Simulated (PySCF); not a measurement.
PySCF job for B(H)2(OSiH3) (BH₅OSi), SMILES BO[SiH3], TDDFT-LC-ωPBE/def2-SVPD. The structure is a stationary point at r2SCAN-D4/def2-TZVP.

```python
import numpy as np
from pyscf import gto, scf, dft, tdscf

mol = gto.M(
    atom='''
    B     0.20969804   -1.76855138   -0.00000000
    H    -0.43985043   -2.77515183    0.00000000
    H     1.41321414   -1.78265315    0.00000000
    O    -0.45056253   -0.59025841    0.00000000
    Si    0.06918983    0.98563207   -0.00000000
    H    -0.46917162    1.64267360    1.21244190
    H    -0.46917163    1.64267360   -1.21244189
    H     1.55233207    1.03843300    0.00000000
    ''',
    basis='def2-SVPD',
    charge=0,
    spin=0,
    symmetry=True,
    max_memory=1600,
    verbose=4,
)
mf = dft.RKS(mol, xc='lc_wpbe').density_fit(auxbasis='def2-universal-jkfit')
mf.grids.level = 3
mf.conv_tol = 1e-9
mf.max_cycle = 100
mf.kernel()
mf.grids = dft.Grids(mol).set(level=1).build(with_non0tab=True)  # coarser grid for the response kernel
td = tdscf.TDDFT(mf)
td.singlet = True
td.nstates = 10
td.conv_tol = 1e-4
td.kernel(x0=td.get_init_guess(mf, 15))
td.analyze()
tt = tdscf.TDA(mf)
tt.singlet = False
tt.nstates = 4
tt.conv_tol = 1e-4
tt.kernel(x0=tt.get_init_guess(mf, 9))
tt.analyze(verbose=3)
```

It prints:

```
PySCF version 2.14.0

[INPUT] verbose = 4
[INPUT] num. atoms = 8
[INPUT] num. electrons = 32
[INPUT] charge = 0
[INPUT] spin (= nelec alpha-beta = 2S) = 0
[INPUT] symmetry True subgroup None
[INPUT] Mole.unit = angstrom
[INPUT] Symbol           X                Y                Z      unit          X                Y                Z       unit  Magmom
[INPUT]  1 B      0.209698040000  -1.768551380000   0.000000000000 AA    0.396271864458  -3.342077745422   0.000000000000 Bohr   0.0
[INPUT]  2 H     -0.439850430000  -2.775151830000   0.000000000000 AA   -0.831196848472  -5.244276912786   0.000000000000 Bohr   0.0
[INPUT]  3 H      1.413214140000  -1.782653150000   0.000000000000 AA    2.670587679963  -3.368726228593   0.000000000000 Bohr   0.0
[INPUT]  4 O     -0.450562530000  -0.590258410000   0.000000000000 AA   -0.851439783691  -1.115426737621   0.000000000000 Bohr   0.0
[INPUT]  5 Si     0.069189830000   0.985632070000   0.000000000000 AA    0.130749829305   1.862574671888   0.000000000000 Bohr   0.0
[INPUT]  6 H     -0.469171620000   1.642673600000   1.212441900000 AA   -0.886605867219   3.104203216053   2.291183132947 Bohr   0.0
[INPUT]  7 H     -0.469171630000   1.642673600000  -1.212441890000 AA   -0.886605886116   3.104203216053  -2.291183114050 Bohr   0.0
[INPUT]  8 H      1.552332070000   1.038433000000   0.000000000000 AA    2.933482466679   1.962353968710   0.000000000000 Bohr   0.0

nuclear repulsion = 101.402368655158
point group symmetry = Cs
symmetry origin: [6.49593354e-09 1.18107879e-09 5.90539409e-10]
symmetry axis x: [ 1.00000000e+00 -1.34059325e-09  1.85283436e-09]
symmetry axis y: [-1.34059325e-09 -1.00000000e+00 -3.53711252e-10]
symmetry axis z: [-1.85283436e-09 -3.53711288e-10  1.00000000e+00]
num. orbitals of irrep A' = 73
num. orbitals of irrep A" = 34
number of shells = 47
number of NR pGTOs = 155
number of NR cGTOs = 107
basis = def2-SVPD
ecp = {}


[settings echo left out]
init E= -392.265597146534
HOMO (A') = -0.360241113048556  LUMO (A") = -0.030897107150174  gap/eV = 8.96191
cycle= 1 E= -392.225255385237  delta_E= 0.0403  |g|= 0.622  |ddm|=  2.9
HOMO (A') = -0.328966491871886  LUMO (A") = 0.0664652440728473  gap/eV = 10.76025
cycle= 2 E= -392.213648202302  delta_E= 0.0116  |g|= 0.72  |ddm|= 1.19
HOMO (A') = -0.420987315453492  LUMO (A") = 0.0532911626466315  gap/eV = 12.90577
cycle= 3 E= -392.306091446875  delta_E= -0.0924  |g|= 0.04  |ddm|= 0.573
HOMO (A') = -0.414887597521532  LUMO (A") = 0.0603320907894851  gap/eV = 12.93139
cycle= 4 E= -392.306682052283  delta_E= -0.000591  |g|= 0.01  |ddm|= 0.135
HOMO (A') = -0.416113537698076  LUMO (A") = 0.0596084621072404  gap/eV = 12.94505
cycle= 5 E= -392.306718842555  delta_E= -3.68e-05  |g|= 0.00126  |ddm|= 0.0353
HOMO (A') = -0.416236967279661  LUMO (A") = 0.059390149702117  gap/eV = 12.94247
cycle= 6 E= -392.306720086407  delta_E= -1.24e-06  |g|= 0.000348  |ddm|= 0.00791
HOMO (A') = -0.41618263449373  LUMO (A") = 0.0594760499088545  gap/eV = 12.94333
cycle= 7 E= -392.306720151422  delta_E= -6.5e-08  |g|= 9.51e-05  |ddm|= 0.00124
HOMO (A') = -0.416199194169488  LUMO (A") = 0.0594663078283038  gap/eV = 12.94352
cycle= 8 E= -392.306720156869  delta_E= -5.45e-09  |g|= 2.53e-05  |ddm|= 0.000319
HOMO (A') = -0.416199893813735  LUMO (A") = 0.0594677075496532  gap/eV = 12.94357
cycle= 9 E= -392.306720157226  delta_E= -3.58e-10  |g|= 5.21e-06  |ddm|= 8.2e-05
HOMO (A') = -0.416199913285245  LUMO (A") = 0.0594677683930214  gap/eV = 12.94358
Extra cycle  E= -392.306720157245  delta_E= -1.89e-11  |g|= 2.24e-06  |ddm|= 1.52e-05
converged SCF energy = -392.306720157245
tot grids = 29136


******** <class 'pyscf.tdscf.rks.TDDFT'> for <class 'pyscf.df.df_jk.DFSymAdaptedRKS'> ********
nstates = 10 singlet
deg_eia_thresh = 1.000e-03
wfnsym = None
conv_tol = 0.0001
eigh lindep = 1e-12
eigh level_shift = 0
eigh max_cycle = 100


Excitation energies (eV)
[6.00601491 8.14394106 8.43879807 8.84675733 8.89761849 9.00475036
 9.33993482 9.35969665 9.6730519  9.67391398]

** Singlet excitation energies and oscillator strengths **
Excited State   1:   A"      6.00601 eV    206.43 nm  f=0.0000
      14 -> 17       -0.12686
      16 -> 17       -0.67503
      16 -> 24        0.10112
Excited State   2:   A'      8.14394 eV    152.24 nm  f=0.0053
      14 -> 18       -0.18909
      14 -> 19       -0.17784
      14 -> 20        0.13299
      16 -> 18        0.54231
      16 -> 19        0.22562
      16 -> 20       -0.19117
Excited State   3:  ???      8.43880 eV    146.92 nm  f=0.0045
      15 -> 18       -0.49179
      15 -> 19       -0.37732
      15 -> 20        0.28795
Excited State   4:  ???      8.84676 eV    140.15 nm  f=0.0124
      14 -> 18        0.38821
      14 -> 19        0.30259
      14 -> 20       -0.16150
      15 -> 17       -0.17153
      16 -> 18        0.34766
      16 -> 19       -0.13343
Excited State   5:  ???      8.89762 eV    139.35 nm  f=0.0067
      11 -> 17        0.25577
      12 -> 17       -0.28043
      14 -> 17       -0.55016
      16 -> 17        0.11715
Excited State   6:  ???      9.00475 eV    137.69 nm  f=0.2436
      13 -> 17       -0.25565
      15 -> 17       -0.58194
      16 -> 18       -0.14661
      16 -> 19        0.12551
      16 -> 20       -0.10767
Excited State   7:  ???      9.33993 eV    132.75 nm  f=0.0626
      14 -> 18        0.19104
      14 -> 19        0.10867
      14 -> 20       -0.20532
      15 -> 17        0.13050
      16 -> 18       -0.16683
      16 -> 19        0.35259
      16 -> 20       -0.41258
      16 -> 23       -0.11673
Excited State   8:  ???      9.35970 eV    132.47 nm  f=0.0022
      12 -> 17        0.11657
      14 -> 21       -0.33045
      15 -> 22       -0.31187
      16 -> 21        0.48646
Excited State   9:  ???      9.67305 eV    128.17 nm  f=0.0403
      14 -> 18       -0.26053
      14 -> 19        0.37039
      14 -> 20        0.11953
      16 -> 19       -0.31375
      16 -> 20       -0.36024
      16 -> 22        0.10291
Excited State  10:  ???      9.67391 eV    128.16 nm  f=0.1729
      15 -> 18       -0.30080
      15 -> 19        0.54484
      15 -> 20        0.22429
      16 -> 21       -0.11804

** Transition electric dipole moments (AU) **
state          X           Y           Z        Dip. S.      Osc.
  1        -0.0000     -0.0000     -0.0064      0.0000      0.0000
  2        -0.0902      0.1365      0.0000      0.0268      0.0053
  3         0.0000      0.0000      0.1482      0.0220      0.0045
  4        -0.2128      0.1094     -0.0000      0.0573      0.0124
  5         0.0000      0.0000     -0.1755      0.0308      0.0067
  6         0.0626      1.0489     -0.0000      1.1040      0.2436
  7         0.5221      0.0282     -0.0000      0.2734      0.0626
  8         0.0000      0.0000     -0.0981      0.0096      0.0022
  9        -0.3785      0.1643     -0.0000      0.1702      0.0403
 10         0.0000      0.0000      0.8541      0.7294      0.1729

** Transition velocity dipole moments (imaginary part, AU) **
state          X           Y           Z        Dip. S.      Osc.
  1         0.0000     -0.0000     -0.0035      0.0000      0.0000
  2        -0.0328      0.0472      0.0000      0.0033      0.0074
  3        -0.0000      0.0000      0.0542      0.0029      0.0063
  4        -0.0708      0.0355      0.0000      0.0063      0.0129
  5        -0.0000      0.0000     -0.0540      0.0029      0.0059
  6         0.0247      0.3453      0.0000      0.1198      0.2414
  7         0.1848      0.0168     -0.0000      0.0344      0.0669
  8        -0.0000      0.0000     -0.0325      0.0011      0.0021
  9        -0.1423      0.0582     -0.0000      0.0236      0.0443
 10        -0.0000     -0.0000      0.3164      0.1001      0.1877

** Transition magnetic dipole moments (imaginary part, AU) **
state          X           Y           Z
  1        -0.5223      1.2274     -0.0000
  2         0.0000      0.0000     -0.2858
  3        -1.5923      0.3785      0.0000
  4        -0.0000     -0.0000      2.0473
  5        -0.9261     -0.3210      0.0000
  6        -0.0000     -0.0000      0.1600
  7        -0.0000      0.0000      0.6005
  8        -0.0455     -1.4647      0.0000
  9        -0.0000     -0.0000     -0.8251
 10        -0.8538      0.0396      0.0000


******** <class 'pyscf.tdscf.rks.TDA'> for <class 'pyscf.df.df_jk.DFSymAdaptedRKS'> ********
nstates = 4 triplet
deg_eia_thresh = 1.000e-03
wfnsym = None
conv_tol = 0.0001
eigh lindep = 1e-12
eigh level_shift = 0
eigh max_cycle = 100


Excitation energies (eV)
[5.3394251  7.57162399 7.67710587 7.80556957]

** Triplet excitation energies and oscillator strengths **
Excited State   1:   A"      5.33943 eV    232.21 nm  f=0.0000
Excited State   2:   A'      7.57162 eV    163.75 nm  f=0.0000
Excited State   3:   A'      7.67711 eV    161.50 nm  f=0.0000
Excited State   4:   A"      7.80557 eV    158.84 nm  f=0.0000
```

The run converged.

Cost: about 120 core-seconds (a rough figure).
